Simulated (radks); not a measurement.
The nuclear charge of the hafnium ion Hf+ is varied continuously with 71 electrons held in [Xe] 4f14 5d1 6s2. All-electron calculation, Dirac Kohn-Sham, PBE, spin-unpolarised, spherical densities, finite nucleus; open shells fill j = l - 1/2 first; Fermi nuclear charge, rms radius 5.347 fm. Program: a radial shooting solver on a logarithmic mesh with Libxc functionals. By the Hellmann-Feynman theorem dE/dZ = E(electron-nucleus)/Z, the electronic potential at the nucleus (averaged over a nucleus of fixed radius).

| Z | E (hartree) | E(electron-nucleus)/Z (hartree) | HOMO | e(HOMO) (eV) | <r> HOMO (bohr) |
|---|---|---|---|---|---|
| 71.5 | -14835.9089 | -516.165 | 5d3/2 | -5.985 | 2.386 |
| 72 | -15095.3846 | -521.739 | 5d3/2 | -10.941 | 2.134 |
| 72.5 | -15357.6499 | -527.324 | 6s1/2 | -16.102 | 2.929 |
| 73 | -15622.7108 | -532.922 | 6s1/2 | -20.778 | 2.768 |

The central difference of E at Z = 72 is -521.741 hartree, to compare with the third column; the second derivative is -11.2 hartree.
